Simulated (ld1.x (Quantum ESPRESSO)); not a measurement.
Al: one change to a TM potential, before and after

Al (Z = 13), norm-conserving Troullier–Martins (Kleinman–Bylander form), made with ld1.x (Quantum ESPRESSO) 7.5 (PBE, scalar-relativistic). Core [Ne], reference 3s1.75 3p1.25. Waves: 3p (bound): rc 1.75 bohr; 3d channel at 0.25 Ry: rc 1.40 bohr; 3s (bound): rc 1.45 bohr. Local part: the s channel. Core correction: a·sin(br)/r model core inside 0.85 bohr.

Change: all radii but the core radius scaled by about 0.83 (s 1.20, p 1.46, d 1.16 bohr).

Cutoffs: the cutoffs (Ry, on a coarse ladder) from which the occupation-weighted sum of valence levels, in a spherical-Bessel basis at the reference potential, stays within 10 and 1 mRy of its value at 400 Ry; they do not see the model core or the augmentation charge, which bear on the density cutoff. Errors are all-electron minus pseudo energies relative to the spin-unpolarised reference configuration.

**Question.** How do hardness, ghosts and transferability respond?

**Answer.** The potential gets harder (30 Ry and 70 Ry → 70 Ry and 200 Ry); of the 7 tests that both files solve, the error grows in 5 and shrinks in 0 by more than 15 % and 0.3 meV (median size 0.4 → 1.8 meV); neither file shows a bound ghost. A smaller radius makes the pseudo-wave follow the all-electron one further in, where it bends more sharply, so more plane waves are needed. That the errors move this way runs against the usual rule that smaller radii transfer better.

```csv
quantity,base,changed
"cutoff, loose",30 Ry,70 Ry
"cutoff, tight",70 Ry,200 Ry
loose cutoff by channel (10 mRy a level),"p 6 Ry, s 30 Ry","p 40 Ry, s 55 Ry"
bound ghosts,none,none
"error for 3s2 3p1, meV [ΔE -1.27 eV]",0.0,+0.2
"error for 3s2 3p0, meV [ΔE 4.49 eV]",+1.1,+1.8
"error for 3s1 3p0, meV [ΔE 23.72 eV]",+14,+41
"error for 3s1 3p2, meV [ΔE 3.87 eV]",-0.2,+2.6
"error for 3s2 3p0.5, meV [ΔE 0.82 eV]",-0.1,-0.1
"error for 3s2 3p1.3, meV [ΔE -1.84 eV]",+0.4,+1.2
"error for 3s1 3p1, meV [ΔE 10.30 eV]",+7.0,+29
```
